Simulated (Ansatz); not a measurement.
Coupled-cluster diagnostics for the cluster Ge₄⁺ (the lowest doublet isomer of a short search), Ansatz.

Geometry of the doublet (r2SCAN-D4/def2-SVP):

```xyz
4

Ge    0.856   -0.699   -0.896
Ge    1.546    0.946    0.740
Ge   -1.546   -0.946   -0.740
Ge   -0.856    0.699    0.896
```

Correlated methods freeze 36 core orbitals; core or outer-core shells of Ge are correlated, in sets that lack core-valence functions. The structure comes from a short search, and lower isomers may exist.

Geometry of the charge 1 quartet (r2SCAN-D4/def2-SVP):

```xyz
4

Ge   -0.6121   -1.2026    0.4976
Ge   -1.7296    1.0384    0.3821
Ge    1.7295   -1.0385   -0.3823
Ge    0.6122    1.2026   -0.4973
```

(1) Estimate the CCSD(T) correlation energy, the shares of MP2 and (T), T1 and the reference's ⟨S²⟩ for: charge 1, doublet, own geometry in def2-SVP; charge 1, quartet, own geometry in def2-SVP; and the rough time on 4 threads of Arm Neoverse V1 on a shared host.

Results:

(1) 
```tsv
state	basis	correlation (eV)	MP2 share (%)	(T) share (%)	T1	⟨S²⟩ (pure)	wall time	remarks
charge 1, doublet, own geometry	def2-SVP	-23.648	97.2	5.2	0.037	1.22 (0.75)	90 s	spin-contaminated
charge 1, quartet, own geometry	def2-SVP	-22.803	97.0	4.6	0.021	3.86 (3.75)	84 s	–
```
Customary marks for T1 are 0.02 (closed shells), 0.045 (open shells) and about 0.05 (3d metals). T1 exceeds 0.02 in 2 of 2 rows and 0.045 in 0; the higher it lies, the less the single-reference result can be trusted.
